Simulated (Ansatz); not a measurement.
`[OH][Zr]([OH])([Cl])[Cl]` from Hartree–Fock to CCSD(T)

```csv
atom,x (Å),y (Å),z (Å)
O1,1.250,-0.699,-0.901
Zr2,-0.378,-0.091,-0.149
O3,-0.051,0.989,1.373
Cl4,-1.535,1.186,-1.758
Cl5,-1.667,-1.956,0.498
H6,2.131,-0.935,-1.178
H7,0.249,1.508,2.114
```

The species carries charge 0 and has multiplicity 1. Correlated methods include outer-core shells of Zr, which these sets cover unevenly. Zr: def2 effective core potential. Geometry: relaxed with PBE0-D4/def2-TZVP. It is one conformer, not always the lowest. Frozen core, restricted reference, Ansatz 0.2.0.

| basis | HF (Eh) | MP2 corr. | CCSD corr. | (T) | CCSD(T) total |
| --- | --- | --- | --- | --- | --- |
| def2-SVP | -1116.32258 | -0.88389 | ? | -0.02654 | ? |
| def2-TZVPP | ? | ? | -1.22995 | -0.05342 | ? |
| def2-QZVPP | -1116.87438 | ? | – | – | – |

**Question.** Fill in the withheld values. (Estimate.)

**Answer.** The calculation gave: def2-SVP CCSD corr.: -0.90767; def2-SVP CCSD(T) total: -1117.25679; def2-TZVPP HF (Eh): -1116.83736; def2-TZVPP MP2 corr.: -1.20616; def2-TZVPP CCSD(T) total: -1118.12073; def2-QZVPP MP2 corr.: -1.33676.
